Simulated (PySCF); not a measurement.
Level of theory: PBE-D3(BJ)/def2-TZVP // PBE0-D3(BJ)/def2-SVP (PySCF 2.14.0). Gas-phase values, no solvent. One relaxed conformer stands for a flexible species; it need not be the lowest. Excitations are Tamm–Dancoff values on a coarser integration grid. The basis has no diffuse functions, so Rydberg states are missing or too high.

Reference species (SMILES): `C=Cc1cc([SiH3])ccc1F` (C–C–C–C torsion 3°) (neutral, multiplicity 1).

```
Item                                           Value
-------------------------------------------  -------
HOMO–LUMO gap                                3.55 eV
S1 excitation (TDA)                          4.24 eV
brightest of the four lowest singlets (TDA)  4.91 eV
```

After one change: the HOMO–LUMO gap rises by 0.19 eV; the S1 excitation (TDA) rises by 0.10 eV; the brightest of the four lowest singlets (TDA) falls by 0.04 eV.

Problem. Name the change that produced these shifts. The new species is one of these.
A) `C=Cc1cc(F)cc([SiH3])c1` (C–C–C–C torsion 1°)
B) `C=C([SiH3])c1ccccc1F` (Si–C–C–C torsion 145°)
C) `C=C(F)c1cccc([SiH3])c1` (F–C–C–C torsion 179°)
D) `C=Cc1ccc([SiH3])cc1F` (C–C–C–C torsion 0°)

Solution. B, `C=C([SiH3])c1ccccc1F` (Si–C–C–C torsion 145°)
